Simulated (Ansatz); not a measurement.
Reaction (ligand exchange at the Si–Br bond): `N[SiH](F)Br` + `N[SiH](N)O` → `N[Si@H](O)N[Si@@H](N)F` + HBr

Isolated molecules relaxed with PBE0-D4/def2-TZVP in Ansatz; ΔE leaves out vibrations. CCSD(T)/CBS adds triple-zeta CCSD(T) − MP2 to the extrapolated MP2 energy (def2 sets, frozen cores). Functionals use def2-TZVPP. For Br outer-core shells are correlated without core-valence functions, which leaves a few kJ/mol of doubt a bond. Scalar relativity is left out up to krypton. One conformer a species, not always the lowest.

`N[SiH](F)Br`:

```xyz
7

N    -0.104    1.057   -0.201
Si    0.059   -0.612   -0.037
F     1.550   -1.110    0.231
Br   -1.109   -1.241    1.726
H    -0.154    1.675    0.591
H     0.148    1.532   -1.052
H    -0.390   -1.299   -1.258
```

`N[SiH](N)O`:

Cartesian coordinates in Å:
```
N 1.126 -0.858 0.348
Si -0.302 0.089 0.389
N -0.029 1.331 -0.748
O -1.561 -0.950 0.162
H 1.155 -1.741 0.831
H 2.025 -0.404 0.361
H -0.678 0.765 1.653
H 0.348 1.138 -1.661
H -0.588 2.168 -0.742
H -1.495 -1.539 -0.592
```

`N[Si@H](O)N[Si@@H](N)F`:

Cartesian coordinates in Å:
```
N -1.523 -2.225 -0.236
Si -0.056 -1.372 -0.406
O 0.909 -1.293 0.911
N -0.455 0.275 -0.807
Si 0.345 1.717 -0.413
N 0.885 1.605 1.220
F 1.705 1.966 -1.218
H -1.545 -3.211 -0.442
H -2.189 -1.987 0.482
H 0.656 -2.086 -1.493
H 1.125 -0.393 1.206
H -1.194 0.362 -1.491
H -0.537 2.858 -0.751
H 1.682 2.166 1.482
H 0.192 1.620 1.954
```

HBr:

```xyz
2

Br    0.447   -0.403    0.377
H    -0.447    0.403   -0.377
```

CCSD(T)/CBS gives +3.1 kcal/mol.

Task: Another level gave +3.5 kcal/mol. Which?
A. CCSD(T)/def2-TZVPP
B. PBE/def2-TZVPP
C. r2SCAN/def2-TZVPP
D. HF/def2-TZVPP

Result: C. r2SCAN 3.5, PBE 4.6, CCSD(T)/def2-TZVPP 1.4, HF/def2-TZVPP 5.7 kcal/mol.

Largest T1 diagnostic among the species: 0.011.

The D4 term adds −2.4 kcal/mol with B3LYP and −1.5 kcal/mol with PBE0; it sums over pairs of atoms, weighted by their polarisabilities, and B3LYP, whose exchange is more repulsive, gets the larger term. In def2-TZVPP, CCSD(T) changes the Hartree–Fock value by −4.3 kcal/mol (the triples alone add −0.6 kcal/mol) and MP2 by −3.1 kcal/mol.

B3LYP here is the variant with VWN-RPA as its local correlation; programs differ in this.
